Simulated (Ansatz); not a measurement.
Ansatz results at the PBE0-D4/def2-TZVP geometry: HOMO–LUMO gap (ωB97M-V/def2-TZVPP) 9.39 eV; size of the dipole moment (B3LYP/def2-TZVPP) 3.26 D; HOMO energy (ωB97M-V/def2-TZVPP) -9.50 eV.

Task: Which molecule gave them?
A. `[SiH3][O][In]([O][SiH3])[O][SiH3]`
B. `C=C[CH2][InH][Cl]`
C. `[OH][In]([OH])[Br]`
D. `[CH3][In]([F])[GeH3]`

Result: D. The others give `C=C[CH2][InH][Cl]`: 8.86, 3.12, -8.98; `[OH][In]([OH])[Br]`: 10.46, 1.36, -10.83; `[SiH3][O][In]([O][SiH3])[O][SiH3]`: 10.19, 0.15, -10.85.

B3LYP here is the variant with VWN-RPA as its local correlation; programs differ in this.
